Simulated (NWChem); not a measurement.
All runs are NWChem calculations. System: thiourea (CH₄N₂S), charge 0, spin multiplicity 1, at a geometry optimised with B3LYP/def2-SVP. Level: PBE0/def2-TZVP.

The NWChem input:

```
start mol
memory heap 200 mb stack 900 mb global 1100 mb
geometry units angstroms nocenter noautoz
  N     -1.096516    -0.351608    -1.048769
  C      0.000000     0.000000    -0.315346
  N      1.096516     0.351608    -1.048769
  S      0.000000     0.000000     1.353408
  H     -1.189551    -0.054571    -2.014664
  H     -1.952430    -0.485514    -0.525175
  H      1.189551     0.054571    -2.014664
  H      1.952430     0.485514    -0.525175
  symmetry group C2
end
basis spherical
  * library def2-tzvp
end
dft
  xc pbe0
  semidirect memsize 60000000 filesize 0
  iterations 100
end
task dft energy
```

NWChem printed:

```
             Northwest Computational Chemistry Package (NWChem) 7.3.0
             --------------------------------------------------------

                                NWChem Input Module
                                -------------------

 Scaling coordinates for geometry "geometry" by  1.889725989
 (inverse scale =  0.529177249)

 Turning off AUTOSYM since
 SYMMETRY directive was detected!

                             Geometry "geometry" -> ""
                             -------------------------

 Output coordinates in angstroms (scale by  1.889725989 to convert to a.u.)

  No.       Tag          Charge          X              Y              Z
 ---- ---------------- ---------- -------------- -------------- --------------
    1 N                    7.0000    -1.09651600    -0.35160800    -1.04876900
    2 C                    6.0000     0.00000000     0.00000000    -0.31534600
    3 N                    7.0000     1.09651600     0.35160800    -1.04876900
    4 S                   16.0000     0.00000000     0.00000000     1.35340800
    5 H                    1.0000    -1.18955100    -0.05457100    -2.01466400
    6 H                    1.0000    -1.95243000    -0.48551400    -0.52517500
    7 H                    1.0000     1.18955100     0.05457100    -2.01466400
    8 H                    1.0000     1.95243000     0.48551400    -0.52517500

 Effective nuclear repulsion energy (a.u.)     156.9925954962

            Nuclear Dipole moment (a.u.)
            ----------------------------
        X                 Y               Z
 ---------------- ---------------- ----------------
     0.0000000000     0.0000000000     0.0000151178

      Symmetry information
      --------------------

 Group name             C2
 Group number              4
 Group order               2
 No. of unique centers     5

      Symmetry unique atoms

     1    2    4    5    6


 Summary of "ao basis" -> "" (spherical)
 ------------------------------------------------------------------------------
       Tag                 Description            Shells   Functions and Types
 ---------------- ------------------------------  ------  ---------------------
 *                         def2-tzvp                  on all atoms

                                 NWChem DFT Module
                                 -----------------

 Summary of "ao basis" -> "ao basis" (spherical)
 ------------------------------------------------------------------------------
       Tag                 Description            Shells   Functions and Types
 ---------------- ------------------------------  ------  ---------------------
 N                         def2-tzvp                11       31   5s3p2d1f
 C                         def2-tzvp                11       31   5s3p2d1f
 S                         def2-tzvp                13       37   5s5p2d1f
 H                         def2-tzvp                 4        6   3s1p

 Summary of "ao basis" -> "ao basis" (spherical)
 ------------------------------------------------------------------------------
       Tag                 Description            Shells   Functions and Types
 ---------------- ------------------------------  ------  ---------------------
 N                         def2-tzvp                11       31   5s3p2d1f
 C                         def2-tzvp                11       31   5s3p2d1f
 S                         def2-tzvp                13       37   5s5p2d1f
 H                         def2-tzvp                 4        6   3s1p
[...]
 d= 0,ls=0.0,diis     3   -547.9658020353 -1.77D-01  1.65D-03  1.66D-01     7.4
 d= 0,ls=0.0,diis     4   -547.9862932906 -2.05D-02  3.72D-04  1.83D-02     8.5
 d= 0,ls=0.0,diis     5   -547.9880034618 -1.71D-03  1.22D-04  6.93D-04     9.5
  Resetting Diis
 d= 0,ls=0.0,diis     6   -547.9880735667 -7.01D-05  4.77D-05  6.52D-05    10.5
 d= 0,ls=0.0,diis     7   -547.9880827888 -9.22D-06  1.20D-05  2.54D-06    11.5
 d= 0,ls=0.0,diis     8   -547.9880827688  2.00D-08  6.30D-06  2.32D-06    12.6

         Total DFT energy =     -547.988082768793
      One electron energy =    -1064.706442361959
           Coulomb energy =      405.867276481378
    Exchange-Corr. energy =      -46.141512384444
 Nuclear repulsion energy =      156.992595496232

 Numeric. integr. density =       39.999996029911

     Total iterative time =     11.7s

                  Occupations of the irreducible representations
                  ----------------------------------------------

                     irrep           alpha         beta
                     --------     --------     --------
                     a                11.0         11.0
                     b                 9.0          9.0

                       DFT Final Molecular Orbital Analysis
                       ------------------------------------

 Vector   18  Occ=2.000000D+00  E=-3.053290D-01  Symmetry=a
              MO Center= -6.3D-15, -3.2D-15, -1.0D+00, r^2= 2.3D+00
   Bfn.  Coefficient  Atom+Function         Bfn.  Coefficient  Atom+Function
  ----- ------------  ---------------      ----- ------------  ---------------
     7      0.300592  1 N  py                69     -0.300592  3 N  py
    10      0.269534  1 N  py                72     -0.269534  3 N  py
    13      0.229636  1 N  py                75     -0.229636  3 N  py
     6     -0.068069  1 N  px                68      0.068069  3 N  px
     9     -0.061207  1 N  px                71      0.061207  3 N  px

 Vector   19  Occ=2.000000D+00  E=-2.337674D-01  Symmetry=b
              MO Center= -8.0D-15, -3.2D-15,  7.6D-01, r^2= 2.5D+00
   Bfn.  Coefficient  Atom+Function         Bfn.  Coefficient  Atom+Function
  ----- ------------  ---------------      ----- ------------  ---------------
   109      0.446963  4 S  py               112      0.326467  4 S  py
   106      0.204779  4 S  py               100     -0.170484  4 S  py
     7     -0.129688  1 N  py                69     -0.129688  3 N  py
    13     -0.126645  1 N  py                75     -0.126645  3 N  py
    10     -0.114460  1 N  py                72     -0.114460  3 N  py

 Vector   20  Occ=2.000000D+00  E=-2.209943D-01  Symmetry=b
              MO Center=  6.0D-15,  1.4D-15,  1.2D+00, r^2= 1.9D+00
   Bfn.  Coefficient  Atom+Function         Bfn.  Coefficient  Atom+Function
  ----- ------------  ---------------      ----- ------------  ---------------
   108      0.489739  4 S  px               111      0.389370  4 S  px
   105      0.228427  4 S  px                99     -0.188107  4 S  px
     5      0.127741  1 N  s                 67     -0.127741  3 N  s
   102     -0.086920  4 S  px                43      0.060723  2 C  px
     8      0.058830  1 N  pz                70     -0.058830  3 N  pz

 Vector   21  Occ=0.000000D+00  E=-6.018440D-03  Symmetry=b
              MO Center=  2.3D-14,  4.0D-16, -9.5D-02, r^2= 3.1D+00
   Bfn.  Coefficient  Atom+Function         Bfn.  Coefficient  Atom+Function
  ----- ------------  ---------------      ----- ------------  ---------------
    44      0.411201  2 C  py               112     -0.410504  4 S  py
    41      0.393581  2 C  py                38      0.369754  2 C  py
    43     -0.343966  2 C  px               133     -0.317257  5 H  s
   145      0.317257  7 H  s                 13     -0.293735  1 N  py
    75     -0.293735  3 N  py               109     -0.202378  4 S  py

 Vector   22  Occ=0.000000D+00  E= 1.585360D-02  Symmetry=a
              MO Center=  3.6D-14,  2.2D-14, -2.0D+00, r^2= 5.8D+00
   Bfn.  Coefficient  Atom+Function         Bfn.  Coefficient  Atom+Function
  ----- ------------  ---------------      ----- ------------  ---------------
     5      1.352853  1 N  s                 67      1.352853  3 N  s
   133     -1.082173  5 H  s                145     -1.082173  7 H  s
   139     -0.549651  6 H  s                151     -0.549651  8 H  s
    36     -0.528627  2 C  s                 98      0.301744  4 S  s
    14     -0.229371  1 N  pz                76     -0.229371  3 N  pz

 Vector   23  Occ=0.000000D+00  E= 6.329100D-02  Symmetry=b
              MO Center= -7.2D-14, -5.2D-15, -1.5D+00, r^2= 7.6D+00
   Bfn.  Coefficient  Atom+Function         Bfn.  Coefficient  Atom+Function
  ----- ------------  ---------------      ----- ------------  ---------------
   133     -1.226699  5 H  s                145      1.226699  7 H  s
     5      1.139218  1 N  s                 67     -1.139218  3 N  s
   139     -0.856982  6 H  s                151      0.856982  8 H  s
    12     -0.251149  1 N  px                74     -0.251149  3 N  px
    44     -0.231636  2 C  py                40      0.225619  2 C  px

 center of mass
 --------------
 x =  -0.00000000 y =  -0.00000000 z =   0.12420175

 moments of inertia (a.u.)
 ------------------
         367.511573345716         -45.849390384004           0.000000000000
         -45.849390384004         511.302091977624          -0.000000000000
           0.000000000000          -0.000000000000         171.955414553946

     Multipole analysis of the density
     ---------------------------------

     L   x y z        total         alpha         beta         nuclear
     -   - - -        -----         -----         ----         -------
     0   0 0 0     -0.000000    -20.000000    -20.000000     40.000000

     1   1 0 0      0.000000      0.000000      0.000000      0.000000
     1   0 1 0     -0.000000     -0.000000     -0.000000      0.000000
     1   0 0 1     -1.993035     -0.996525     -0.996525      0.000015

     2   2 0 0    -18.591625    -58.017435    -58.017435     97.443245
     2   1 1 0      0.631695    -12.938706    -12.938706     26.509108
     2   1 0 1     -0.000000     -0.000000     -0.000000     -0.000000
     2   0 2 0    -25.902527    -16.894072    -16.894072      7.885618
     2   0 1 1      0.000000      0.000000      0.000000     -0.000000
     2   0 0 2    -21.290028   -107.014219   -107.014219    192.738410

 Task  times  cpu:       12.6s     wall:       12.6s

 Total times  cpu:       12.7s     wall:       12.7s
```
